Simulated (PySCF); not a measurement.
Method: UB3LYP/[Au def2-SVP with ECP60, Br def2-SVP], scalar-relativistic core potentials, density fitting, no spin–orbit coupling, PySCF.

```xyz
3
charge 1 multiplicity 3, angstrom
Au    0.0000    0.0000    0.0000
Br    2.3532    0.0000    0.0000
Br   -2.3532    0.0000    0.0000
```

AuBr₂⁺ (triplet), along the line from Au1 (at 0) through Br2 (at 2.353 Å). Core electrons replaced by a potential are absent, the electrostatic potential uses the reduced nuclear charge, and values within about 0.7 Å of such atoms have no physical meaning.

Problem. Tabulate the fields along this line at -0.71, 0.82, 1.06, 1.29, 1.53, 1.76, 2.00, 2.24, 2.59, 2.82, 3.06, 3.29, 3.53, 3.77 Å.

Solution. 
```
distance (Å)  electron density (e/Å³)  spin density (e/Å³)  electron localisation function  electrostatic potential (V)
       -0.71                     3.55               0.0105                           0.608                         60.7
        0.82                     1.82              0.00423                           0.404                         39.7
        1.06                     0.75             -0.00267                           0.235                         22.5
        1.29                     0.76              -0.0041                           0.583                         20.7
        1.53                     1.19             -0.00157                           0.637                           33
        1.76                     2.49              0.00292                           0.158                         74.3
        2.00                     27.7             -0.00155                           0.713                          228
        2.24                      373              -0.0295                           0.432                         1980
        2.59                     95.3              -0.0404                            0.72                          551
        2.82                     6.99            -0.000368                           0.334                          121
        3.06                     1.49             -0.00785                           0.407                         46.4
        3.29                    0.686             -0.00687                           0.797                         21.3
        3.53                    0.275             -0.00379                            0.83                         11.8
        3.77                    0.104             -0.00152                           0.675                         7.87
```

On a grid of 0.12 Å the density has a local minimum along the bond near 1.18 Å from Au, at 0.69 e/Å³, where the ELF is 0.35.

Other spin states or occupations of the open shell can lie lower. No spin–orbit coupling is included, which matters more the heavier the element.
